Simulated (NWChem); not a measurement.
# NbNH$_{2}$OF$_{2}$; SMILES [NH]=[Nb]([OH])([F])[F]

```xyz
7

Nb     0.0004    -0.0538     0.0337
N     -0.0014     0.0446    -1.7200
H     -0.0022     0.0473    -2.7432
F      1.5743    -0.9494     0.5689
F     -1.5645    -0.9635     0.5712
O     -0.0070     1.7208     0.7116
H     -0.0115     2.5687     0.2337
```
Atoms are numbered in this order, from 1.

Level: PBE-D3(BJ)/def2-SVP with def2 effective core potentials on Nb (NWChem), optimised geometry, unscaled harmonic frequencies. def2 effective core potentials on Nb; no spin-orbit coupling.

```
frequency (cm⁻¹)  IR intensity (km/mol)
----------------  ---------------------
162                                 6.2
174                                 0.0
203                                 2.9
233                                 4.9
240                                 9.0
413                                77.9
496                               266.3
514                               171.0
622                                19.7
667                                82.9
693                               161.5
737                               120.4
996                               111.3
3558                              140.8
3771                              190.7
```

* **zero-point energy**: 19.3 kcal/mol
* **thermal correction to the enthalpy at 298.15 K (with zero-point energy)**: 24.2 kcal/mol
* **heat capacity Cv**: 22.9 cal/(mol K)
* **entropy at 298.15 K and 1 atm (symmetry number 1)**: 82.3 cal/(mol K)

Rigid rotor and harmonic oscillator.
